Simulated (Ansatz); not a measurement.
Reactions of C2H7BSi (`BC=C[SiH3]`).

Calculated with Ansatz (gas phase, PBE0-D4/def2-TZVP geometries, no zero-point term in ΔE). CBS: MP2 limit from def2 TZ/QZ plus the TZ coupled-cluster correction, frozen cores. This one scheme is used for every species. Double bonds are as drawn, so ΔE can hold a change between cis and trans. def2 core potentials past Kr. For Ge, I, Sc outer-core shells are correlated without core-valence functions, which leaves a few kJ/mol of doubt a bond. Scalar relativity is left out up to krypton. One conformer a species, not always the lowest.

```
                                                              reaction  CCSD/CBS(def2) (kJ/mol)  CCSD(T)/CBS(def2) (kJ/mol)
                 `B/C=C/[SiH3]` + `O[SiH3]` → `BO[SiH3]` + `C=C[SiH3]`                     -119                        -118
            `B/C=C/[SiH3]` + `[SH][GeH3]` → `B[S][GeH3]` + `C=C[SiH3]`                      -74                         -76
                               `B/C=C/[SiH3]` + H₂O → `B/C=C/O` + SiH₄                       29                          28
                            `B/C=C/[SiH3]` + HI → `[SiH3]/C=C/I` + BH₃                       63                          61
    `B/C=C/[SiH3]` + `C=C[NH][GeH3]` → `B[N]([GeH3])C=C` + `C=C[SiH3]`                     -127                        -130
`B/C=C/[SiH3]` + `[OH][Sc]([F])[F]` → `[F][Sc]([F])[O][SiH3]` + `BC=C`                     -118                        -116
                           `B/C=C/[SiH3]` + H₂O → `O/C=C/[SiH3]` + BH₃                       77                          78
 `B/C=C/[SiH3]` + `N[SiH2][SiH2]Cl` → `[SiH3]N[SiH2][SiH2]Cl` + `BC=C`                      -59                         -58
```

Largest T1 diagnostic: 0.017, for `[OH][Sc]([F])[F]`.
